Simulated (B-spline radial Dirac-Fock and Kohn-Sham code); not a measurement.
## How the settings move the core levels of Nb⁴⁺

ΔSCF core binding energies without Breit or QED terms, calculated with an atomic code on a B-spline grid. Keys: rel is the Hamiltonian (dirac, or spin-free x2c and nr, where L3 and M5 stand for the whole 2p and 3d shells), method is hf or an exchange,correlation pair (spin-unpolarised, also for the hole states), nuc the nuclear model, radius_factor scales its radius, rmax is the box in bohr, h the logarithmic mesh step, order the B-spline order, points the quadrature points per cell, c_factor scales the speed of light, and damp, ndamp, maxit and tol steer the iteration. The run stops when the commutator error falls below 10·tol·max(1, Z/10), or the numerical noise floor, and the energy has settled to about 1e-8 Ha; the virial ratio is −V/T.

Base input:

```json
{"items": [{"Z": 41, "q": 4, "cfg": [[1, 0, 2], [2, 0, 2], [2, 1, 6], [3, 0, 2], [3, 1, 6], [3, 2, 10], [4, 0, 2], [4, 1, 6], [4, 2, 1]], "A": 93, "rrms": 4.324, "do": "settings", "holes": ["K", "L3", "M5"],
  "settings": [{"rel": "dirac", "method": "hf", "nuc": "fermi", "radius_factor": 1.0, "rmax": 45.0, "h": 0.3, "order": 8, "points": 10, "c_factor": 1.0, "maxit": 60, "damp": 0.5, "ndamp": 3, "tol": 1e-08}]}]}
```

The ground state converged in 9 iterations, with total energy -3815.31686 Ha, virial ratio 1.96577 and highest orbital energy -49.69 eV. ΔSCF binding energies: K (1s) 19093.0 eV, L3 (2p3/2) 2432.6 eV, M5 (3d5/2) 261.1 eV.

Changes from the base run:

```
                                  changed setting  Δ total energy (Ha)  Δ K (eV)  Δ L3 (eV)  Δ M5 (eV)  iterations
                                         h = 0.12             -0.00001      0.00       0.00       0.00           9
                                 c_factor = 100.0                    ?         ?          ?          ?           ?
         h = 0.12; c_factor = 100.0; tol = 0.0001            +64.70954   -445.72      +4.74      +4.86           8
                                     tol = 0.0001              0.00000      0.00       0.00       0.00           8
                               method = "lda,vwn"             +2.36311     -6.07     -12.60      +0.38           9
method = "lda,vwn"; radius_factor = 2.0; h = 0.12             +2.49555     -7.61     -12.59      +0.38           9
                                       damp = 0.0              0.00000      0.00       0.00       0.00           9
```

Q: What does the change c_factor = 100.0 do?

A: The total energy moves by +64.70955 Ha and the binding energies by K -445.72 eV, L3 +4.74 eV, M5 +4.86 eV; the run takes 8 iterations.
